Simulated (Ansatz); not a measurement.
Ligand exchange: GeH(CH3)2Br + C2H8Si2 → GeH(CH3)2(SiH3) + C2H5BrSi

Species: GeH(CH3)2Br, singlet; C2H8Si2 `C=C[SiH2][SiH3]`, singlet; GeH(CH3)2(SiH3), singlet; C2H5BrSi `C=C[SiH2]Br`, singlet. The partners trade Br for SiH3: Ge–Br and Si–SiH3 bonds give way to Ge–SiH3 and Si–Br.

Shapes, held fixed at every level: PBE0-D4/def2-TZVP. Flexible molecules stand in one conformer, not always the lowest. Programs: Ansatz 0.2.0. Electronic energies: no zero-point or thermal term.

| level | kind | ΔE (kJ/mol) | less CCSD(T)/def2-TZVPP |
| --- | --- | --- | --- |
| HF/def2-TZVPP | Hartree–Fock | -6.1 | +5.2 |
| r2SCAN-D4/def2-TZVPP | meta-GGA | -10.1 | +1.2 |
| wB97X-V/def2-TZVPP | range-separated hybrid | -9.2 | +2.1 |
| B2PLYP/def2-TZVPP | double hybrid | -11.4 | -0.1 |
| MP2/def2-TZVPP | perturbation theory | -15.2 | -3.9 |
| CCSD/def2-TZVPP | coupled cluster or CI | -11.3 | 0.0 |
| CCSD(T)/def2-TZVPP | coupled cluster or CI | -11.3 | 0.0 |

The highest level, CCSD(T)/def2-TZVPP, gives ΔE = -11.3 kJ/mol; the levels span -15.2 to -6.1. The column of differences is taken from that level and isn't an error. No measured value is set beside it here. Relativity is left out for Br, Ge. Outer-core shells of Br, Ge are correlated, in sets that cover them unevenly.
